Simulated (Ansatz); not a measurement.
# Redistribution: CH2ClF + C2H4I2 → CH2ClI + C2H4FI

Gas-phase species: CH2ClF `FCCl`, singlet; C2H4I2 (1,2-diiodoethane) `ICCI`, singlet; CH2ClI (chloroiodomethane) `ClCI`, singlet; C2H4FI (1-fluoro-2-iodoethane) `FCCI`, singlet. The partners trade F for I; both sit on C, so the bond types are kept.

Shapes, held fixed at every level: PBE0-D4/def2-TZVP. Flexible molecules stand in one conformer, not always the lowest. Programs: Ansatz 0.2.0. The zero-point and thermal change to 298 K, harmonic and unscaled (PBE0-D4/def2-TZVP), is -0.6 kJ/mol.

```json
{"level": "HF/def2-SVP", "kind": "Hartree–Fock", "ΔH(298 K) (kJ/mol)": "+20.6", "less CCSD(T)/def2-TZVPP": "+1.0"}
{"level": "r2SCAN-D4/def2-TZVPP", "kind": "meta-GGA", "ΔH(298 K) (kJ/mol)": "+21.6", "less CCSD(T)/def2-TZVPP": "+2.0"}
{"level": "r2SCAN0-D4/def2-TZVPP", "kind": "global hybrid", "ΔH(298 K) (kJ/mol)": "+21.1", "less CCSD(T)/def2-TZVPP": "+1.5"}
{"level": "wB97M-V/def2-TZVPP", "kind": "range-separated hybrid", "ΔH(298 K) (kJ/mol)": "+17.0", "less CCSD(T)/def2-TZVPP": "-2.6"}
{"level": "MP2/def2-SVP", "kind": "perturbation theory", "ΔH(298 K) (kJ/mol)": "+24.9", "less CCSD(T)/def2-TZVPP": "+5.3"}
{"level": "CCSD/def2-SVP", "kind": "coupled cluster or CI", "ΔH(298 K) (kJ/mol)": "+21.5", "less CCSD(T)/def2-TZVPP": "+1.9"}
{"level": "CCSD/def2-TZVPP", "kind": "coupled cluster or CI", "ΔH(298 K) (kJ/mol)": "+18.3", "less CCSD(T)/def2-TZVPP": "-1.3"}
{"level": "CCSD(T)/def2-TZVPP", "kind": "coupled cluster or CI", "ΔH(298 K) (kJ/mol)": "+19.6", "less CCSD(T)/def2-TZVPP": "0.0"}
```

The highest level, CCSD(T)/def2-TZVPP, gives ΔH(298 K) = +19.6 kJ/mol; the levels span +17.0 to +24.9. The column of differences is taken from that level and isn't an error. No measured value is set beside it here. For atoms past krypton def2 sets carry core potentials with scalar relativity. Outer-core shells of I are correlated, in sets that cover them unevenly.
